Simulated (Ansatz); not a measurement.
`N[SiH2][S][GeH2][NH2]` + `N[SiH2]N` → `N[SiH2][NH][GeH2][NH2]` + `N[SiH2]S`  (ligand exchange at a Ge–S bond)

Program: Ansatz. Geometries: PBE0-D4/def2-TZVP. ΔE: electronic, gas phase. CBS: MP2 limit from def2 TZ/QZ plus the TZ coupled-cluster correction, frozen cores. This one scheme is used for every species. Functionals use def2-TZVPP. For Ge outer-core shells are correlated without core-valence functions, which leaves a few kJ/mol of doubt a bond. Scalar relativity is left out up to krypton. One conformer a species, not always the lowest.

```
                 species  r2SCAN-D4 energy (Eh)
 `N[SiH2][S][GeH2][NH2]`            -2879.05643
              `N[SiH2]N`             -402.63546
`N[SiH2][NH][GeH2][NH2]`            -2536.20946
              `N[SiH2]S`             -745.46321
```

Q: Work out ΔE.

A: ΔE = (-2536.20946) + (-745.46321) − (-2879.05643) − (-402.63546) = 0.01922 Eh = +12.1 kcal/mol. CCSD(T)/CBS gives +10.2 kcal/mol.

Largest T1 diagnostic among the species: 0.011.

The D4 term adds +1.8 kcal/mol with B3LYP and +0.9 kcal/mol with PBE0; it sums over pairs of atoms, weighted by their polarisabilities, and B3LYP, whose exchange is more repulsive, gets the larger term. In def2-TZVPP, CCSD(T) changes the Hartree–Fock value by +1.8 kcal/mol (the triples alone add +0.6 kcal/mol) and MP2 by +2.8 kcal/mol.

B3LYP here is the variant with VWN-RPA as its local correlation; programs differ in this.
